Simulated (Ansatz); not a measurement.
Cost and result for the atomization energy of `[BH2][AlH][AlH][CH3]` (11 atoms, 10 bonds).

Cartesian coordinates in Å:
```
B 0.183 2.339 1.856
Al 0.781 1.505 0.020
Al -0.545 -0.436 -1.094
C -0.211 -2.337 -0.745
H -0.603 3.245 1.935
H 0.544 1.901 2.915
H 2.088 2.080 -0.708
H -1.733 -0.103 -2.115
H 0.633 -2.533 -0.080
H -0.034 -2.869 -1.686
H -1.103 -2.792 -0.299
```

The species carries charge 0 and has multiplicity 1. All single points use the PBE0-D4/def2-TZVP geometry. It is one conformer, not always the lowest. Program: Ansatz. All runs use 2 threads of an Arm Neoverse V1 on a shared host. Times are those of one run each, without the atoms' runs, and a repeat can differ threefold. Electronic energies, without spin–orbit coupling; frozen cores. CCSD(T)/CBS adds CCSD(T) − MP2 in def2-TZVPP to the MP2 limit, and its time is that of the two runs behind it. T1 = 0.013. B3LYP takes the VWN-RPA correlation (the form of Gaussian; ORCA's B3LYP/G). HSE06 is the plane-wave form, built on full-range PBE exchange.

CCSD(T)/CBS is a level of theory with its own doubt, some kJ/mol a heavy atom from the limit and from the frozen cores, so smaller differences don't rank the functionals.

| level | functions | wall time | atomization (kcal/mol) | difference from CCSD(T)/CBS | per bond |
| --- | --- | --- | --- | --- | --- |
| revPBE-D4/def2-TZVPP | 244 | 3 s | 771.5 | -11.4 | -1.1 |
| CCSD(T)/def2-SVP | 99 | 3.8 s | 745.9 | -37.0 | -3.7 |
| PBE-D4/def2-TZVPP (with forces) | 244 | 3.8 s | 784.8 | 1.9 | 0.2 |
| HSE06-D4/def2-TZVPP | 244 | 4.8 s | 782.1 | -0.8 | -0.1 |
| CAM-B3LYP-D4/def2-TZVPP | 244 | 5.5 s | 786.7 | 3.8 | 0.4 |
| B3LYP-D4/def2-TZVPP (with forces) | 244 | 7 s | 784.4 | 1.5 | 0.2 |
| r2SCANh-D4/def2-TZVPP | 244 | 7.5 s | 786.4 | 3.5 | 0.4 |
| PBE-QIDH/def2-TZVPP | 244 | 8.5 s | 778.7 | -4.2 | -0.4 |
| ωB97X-V/def2-TZVPP | 244 | 13 s | 788.3 | 5.4 | 0.5 |
| B97M-V/def2-TZVPP | 244 | 16 s | 796.3 | 13.4 | 1.3 |
| MP2/def2-QZVPP | 464 | 31 s | 774.5 | -8.4 | -0.8 |
| CCSD(T)/def2-TZVPP | 244 | 8.4 min | 766.0 | -16.9 | -1.7 |
| CCSD(T)/CBS(def2) | – | 8.9 min | 782.9 | 0.0 | 0.0 |

At CCSD(T), def2-SVP lies −37.0 kcal/mol from the extrapolated value and def2-TZVPP −16.8 kcal/mol: correlation converges slowly with the basis, and small sets miss more of it in the bonded molecule than in its fragments. From PBE to PBE0 (25 % exact exchange), in def2-TZVPP and without D4, the atomization energy moves by −2.6 kcal/mol: exact exchange takes away binding that semilocal exchange gives to molecules. The D4 term adds +6.4 kcal/mol with B3LYP and +3.4 kcal/mol with PBE0; it sums over pairs of atoms, weighted by their polarisabilities, and B3LYP, whose exchange is more repulsive, gets the larger term.
